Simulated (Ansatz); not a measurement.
Consider the formal exchange of groups at the Si–C bond: `FCNC[SiH3]` + `COB[SiH3]` → `[SiH3]BO[SiH3]` + `CCNCF`.

Calculated with Ansatz (gas phase, PBE0-D4/def2-TZVP geometries, no zero-point term in ΔE). CCSD(T)/CBS adds triple-zeta CCSD(T) − MP2 to the extrapolated MP2 energy (def2 sets, frozen cores). One conformer a species, not always the lowest.

```
         species  CCSD(T)/CBS(def2) energy (Eh)
    `FCNC[SiH3]`                     -524.47248
     `COB[SiH3]`                     -431.31805
`[SiH3]BO[SiH3]`                     -682.38605
         `CCNCF`                     -273.46050
```

Question: Work out ΔE.

Answer: ΔE = (-682.38605) + (-273.46050) − (-524.47248) − (-431.31805) = -0.05602 Eh = -35.2 kcal/mol.

Largest T1 diagnostic among the species: 0.014.

From PBE to PBE0 (25 % exact exchange), in def2-TZVPP and without D4, ΔE moves by −2.0 kcal/mol. At CCSD(T), def2-SVP lies +3.4 kcal/mol from the extrapolated value and def2-TZVPP +0.5 kcal/mol.
